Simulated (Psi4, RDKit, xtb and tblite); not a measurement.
Conformational energy of SMILES N#Cc1ccc([SeH])s1, singlet. Scanned: dihedral S8–C6–Se7–H11; all other coordinates were relaxed at B3LYP-D3(BJ)/def2-SVP. Points at φ and −φ are mirror images. Heavy atoms are numbered in the order of the SMILES N#Cc1ccc([SeH])s1, hydrogens after them in the order of the atoms that carry them; the mirror image has the same energies with the sign of each dihedral reversed. Each profile is relative to its own lowest point.

```
φ / °     A     B    C
-----  ----  ----  ---
-150   22.6   3.4  3.2
-120    7.6   8.4  1.8
-90     0.0  10.0  0.6
-60     7.2   6.3  0.0
-30    20.0   1.8  0.7
0      25.7   0.0  1.5
30     20.0   1.8  0.7
60      7.2   6.3  0.0
90      0.0  10.0  0.6
120     7.6   8.4  1.8
150    22.6   3.4  3.2
180    30.3   0.8  3.8
```

Energies in kJ/mol.

Assign the columns to these levels of theory: GFN2-xTB, on its own relaxed geometries (the stored frames are those of B3LYP-D3(BJ)/def2-SVP) (xtb and tblite); PBE-D3(BJ)/def2-SVP // B3LYP-D3(BJ)/def2-SVP (Psi4); UFF // B3LYP-D3(BJ)/def2-SVP run with RDKit.

A is UFF; B is GFN2-xTB; C is PBE-D3(BJ)/def2-SVP.
